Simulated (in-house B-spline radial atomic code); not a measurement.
Values are calculated unless marked as measured or tabulated.
# C6 from the polarisability at imaginary frequency: neutral beryllium

OLYP linear response of the closed shell [He] 2s2, from an all-electron radial atomic-structure program (B-spline basis); non-relativistic, point nucleus, no spin-orbit coupling.

The dispersion coefficient of two like species is C6 = (3/π) ∫ α(iu)² du from 0 to ∞.

```
u (hartree)  α(iu) (bohr³)
          0          43.03
       0.03           41.9
       0.07          37.55
       0.12          30.17
        0.2          19.87
        0.3          12.07
       0.45          6.547
        0.7          3.122
          1          1.674
        1.5          0.819
        2.5         0.3376
          5         0.1057
```

Task: Fit one oscillator, α(iu) = α(0)/(1 + u²/ω²), through u = 0.07 and estimate C6.

Result: From α(0)/α(iu) − 1 = 43.03/37.55 − 1 = 0.1459, ω = u/√0.1459 = 0.1832 hartree (5.0 eV). London's formula gives C6 = (3/4) α(0)² ω = 0.75 × 43.03² × 0.1832 = 254.5 hartree·bohr⁶, and the oscillator holds f = α(0) ω² = 1.44 electrons, of a sum of oscillator strengths of 4.0.

Task: How does that compare with the full integral?

Result: The program's quadrature over all excitations gives C6 = 258.7, so the single oscillator is off by -1.6 %. At the last point the fit gives α = 0.0577 against 0.106: higher excitations, and deeper shells where there are any, keep the true curve higher at large u.
